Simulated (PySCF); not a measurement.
NMR data sheet: C8H9ClSi

| Quantity | Value |
| --- | --- |
| Formula | C8H9ClSi |
| SMILES | C#CC#C[C@@H](Cl)[C@H]1CC[SiH2]1 |
| Point group of the computed structure | C1 |
| Degrees of unsaturation | 5 |
| Carbon signals | 8 |
| Proton signals | 9 |

Atom-mapped SMILES (the numbers label the heavy atoms): `[CH:1]#[C:2][C:3]#[C:4][C@@H:5]([Cl:6])[C@H:7]1[CH2:8][CH2:9][SiH2:10]1` (H(Xn): hydrogen on atom n). Ha(C8), Ha(C9), Ha(Si10) are cis to C5 on the ring; Hb(C8), Hb(C9), Hb(Si10) are trans to C5 on the ring.

- σ from GIAO-PBE0/pcSseg-1
- coordinates at the GFN2-xTB level
- program: PySCF 2.14.0 with density-fitted response routines
- relativity neglected, no solvent model, a single conformation

δ = σ(ref) − σ, references computed at the same level: TMS for $^{1}$H (σ = 31.72 ppm) and $^{13}$C (σ = 186.93 ppm) and $^{29}$Si (σ = 349.16 ppm).

```tsv
carbon	δC, type	δH (multiplicity)	HMBC from (2–3 bonds)	span of the C tensor (ppm)
C1	78.1, CH	1.61 (s)	–	223
C2	73.2, C	–	H(C1)	269
C3	80.6, C	–	H(C5), H(C1)	198
C4	78.6, C	–	H(C5), H(C7)	308
C5	58.6, CH	4.47 (d)	Hb(Si10), Ha(Si10), Hb(C8), H(C7), Ha(C8)	60
C7	40.4, CH	2.56 (m)	Hb(Si10), Ha(Si10), H(C5), Hb(C8), Ha(C8), Hb(C9), Ha(C9)	62
C8	27.7, CH2	Ha(C8) 1.87 (m); Hb(C8) 2.59 (m)	Hb(Si10), Ha(Si10), H(C5), H(C7), Hb(C9), Ha(C9)	39
C9	4.9, CH2	Ha(C9) 1.27 (m); Hb(C9) 1.42 (m)	Hb(Si10), Ha(Si10), Hb(C8), H(C7), Ha(C8)	35
```

Other nuclei:
```json
{"atoms": "Hb(Si10)", "nucleus": "$^{1}$H", "environment": "hydrogen on a silicon bonded to 2 C, in a 4-membered ring", "δ (ppm)": "4.80", "σ (ppm)": "26.91"}
{"atoms": "Ha(Si10)", "nucleus": "$^{1}$H", "environment": "hydrogen on a silicon bonded to 2 C, in a 4-membered ring", "δ (ppm)": "4.66", "σ (ppm)": "27.05"}
{"atoms": "Si10", "nucleus": "$^{29}$Si", "environment": "silicon bonded to 2 C, 2 H, in a 4-membered ring", "δ (ppm)": "-29.1", "σ (ppm)": "378.3"}
```

Carbon types of the structure: 3 × C, 3 × CH, 2 × CH2, leaving 2 H on heteroatoms. δC 80.6, 78.6, 73.2: alkyne carbon; the triple bond shields along its axis, which puts it between sp3 and sp2 carbons. δC 78.1: terminal alkyne carbon; sp carbons lie upfield of alkene carbons because the cylindrical π system leaves one tensor component strongly shielded. δC 27.7: sp3 CH2 in a ring; saturated and bonded to C and H only. δH 4.47: hydrogen on a propargylic sp3 CH bonded to Cl; its carbon carries Cl, hence the downfield position. δH 1.61: hydrogen on a terminal alkyne carbon; it lies on the axis of the triple bond, in its shielding cone.

Carbons that carry Cl, above all several Cl atoms, come out too deshielded, partly because spin–orbit coupling is missing. Shifts are as computed. Against solution values, carbons near 30 ppm lie about +3 ppm off and those near 130 ppm about +5 ppm; carbons on Cl a further +6 ppm. Of 1309 compounds with measured shifts, 239 miss one by over three times the rms of a fit or turn the order of signals round; such compounds aren't used in these exercises. Multiplicities follow the n + 1 count of equivalent neighbours, as no J values were calculated; m marks all less simple cases, F and P coupling included.
